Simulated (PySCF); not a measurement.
## Mayer bond orders and bond lengths

Compound: C4H11BOSi.
Numbering: `[SiH3:1][O:2][C@H:3]1[BH:4][CH2:5][CH2:6][CH2:7]1` (hydrogens: H8, H9, H10 on Si1; H11 on C3; H12 on B4; H13, H14 on C5; H15, H16 on C6; H17, H18 on C7)

Cartesian coordinates in Å at the PBE0-D3(BJ)/def2-SVP level; atoms count from 1:
```
atom  x, y, z in Å
Si1    3.025    0.143   -0.196
O2     1.542    0.768    0.230
C3     0.346    0.035    0.254
B4    -0.903    0.657    0.977
C5    -2.158    0.127    0.212
C6    -1.616   -0.904   -0.791
C7    -0.194   -0.439   -1.104
H8     3.137   -0.092   -1.670
H9     3.250   -1.162    0.506
H10    4.047    1.140    0.222
H11    0.469   -0.893    0.879
H12   -0.876    1.403    1.926
H13   -3.045   -0.178    0.788
H14   -2.472    1.044   -0.337
H15   -2.235   -1.015   -1.695
H16   -1.581   -1.899   -0.313
H17   -0.213    0.425   -1.792
H18    0.424   -1.218   -1.580
```

Bond orders from the PBE0/pcSseg-1 density (PySCF). Geometry: PBE0-D3(BJ)/def2-SVP, one conformer, isolated molecule.

Q: Where do the orders between heavy atoms depart from those drawn in the SMILES?

A: The largest departure is 0.172, at O2–C3 (drawn single, 0.828). Drawn single, order below 0.88: O2–C3 (0.828).

Q: Give the Mayer order of every bond, beside its length.

A: 
| bond | drawn as | length (Å) | Mayer order |
| --- | --- | --- | --- |
| Si1–O2 | single | 1.665 | 0.958 |
| O2–C3 | single | 1.403 | 0.828 |
| C3–B4 | single | 1.572 | 0.945 |
| B4–C5 | single | 1.563 | 0.991 |
| C5–C6 | single | 1.537 | 1.041 |
| C6–C7 | single | 1.529 | 1.020 |
| C7–C3 | single | 1.536 | 1.032 |
| Si1–H8 | single | 1.497 | 0.909 |
| Si1–H9 | single | 1.499 | 0.911 |
| Si1–H10 | single | 1.488 | 0.942 |
| C3–H11 | single | 1.125 | 0.883 |
| B4–H12 | single | 1.207 | 0.993 |
| C5–H13 | single | 1.100 | 0.948 |
| C5–H14 | single | 1.114 | 0.902 |
| C6–H15 | single | 1.101 | 0.957 |
| C6–H16 | single | 1.104 | 0.952 |
| C7–H17 | single | 1.105 | 0.943 |
| C7–H18 | single | 1.103 | 0.947 |

Bonds between the same two heavy elements. B–C: lowest C3–B4 (0.945, 1.572 Å), highest B4–C5 (0.991, 1.563 Å). C–C: lowest C6–C7 (1.020, 1.529 Å), highest C5–C6 (1.041, 1.537 Å); in 1 of the 3 pairs the longer bond (by over 0.003 Å) has the higher order (by 0.02 or more).

Q: Sum the orders of all bonds at each heavy atom with more than one neighbour and set the sums beside the valence in the SMILES.

A: Si1 3.720 (drawn 4), O2 1.786 (drawn 2), C3 3.688 (drawn 4), B4 2.929 (drawn 3), C5 3.882 (drawn 4), C6 3.970 (drawn 4), C7 3.942 (drawn 4). Orders between atoms that aren't bonded are not in these sums.

The Mayer order sums products of elements of PS (density times overlap matrix) between the two atoms' basis functions, so it depends on the basis set.

These values come from a run that also computed NMR shieldings. The run took 27 s of wall time (with the writing of density and orbital grids) on one thread of an Arm Neoverse V2 (shared host), and the process peaked at 1.0 GiB of memory.
